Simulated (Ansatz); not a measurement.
One change: `C[S][Au]` becomes `C[S][AlH2]`.

Ansatz, PBE0-D4/def2-TZVP geometries, multiplicity 1. 

Elements past krypton have def2 core potentials.

| property | `C[S][Au]` |
| --- | --- |
| HOMO–LUMO gap (PBE/def2-TZVPP) / eV | 1.43 |
| HOMO energy (B3LYP/def2-TZVPP) / eV | -6.11 |
| size of the dipole moment (PBE/def2-TZVPP) / D | 1.73 |
| zero-point energy (PBE0-D4/def2-TZVP) / kJ/mol | 101.6 |
| HOMO energy (ωB97M-V/def2-TZVPP) / eV | -8.35 |
| LUMO energy (ωB97M-V/def2-TZVPP) / eV | -1.17 |

Give the same properties after the change, and the shifts. (Best estimate.)

Ansatz gave: 
```csv
property,`C[S][AlH2]`,shift
HOMO–LUMO gap (PBE/def2-TZVPP) / eV,4.08,2.65
HOMO energy (B3LYP/def2-TZVPP) / eV,-6.98,-0.87
size of the dipole moment (PBE/def2-TZVPP) / D,1.43,-0.30
zero-point energy (PBE0-D4/def2-TZVP) / kJ/mol,138.1,36.5
HOMO energy (ωB97M-V/def2-TZVPP) / eV,-9.38,-1.03
LUMO energy (ωB97M-V/def2-TZVPP) / eV,0.34,1.51
```

With PBE0 the HOMO falls by 0.96 eV and the LUMO rises by 1.64 eV, so the gap widens by about 2.60 eV. PBE moves the HOMO by -0.90 eV and ωB97M-V by -1.03 eV. The zero-point energy changes by 36.5 kJ/mol with +6 modes. Dipoles are sizes alone; their direction can turn.

B3LYP here is the variant with VWN-RPA as its local correlation; programs differ in this.
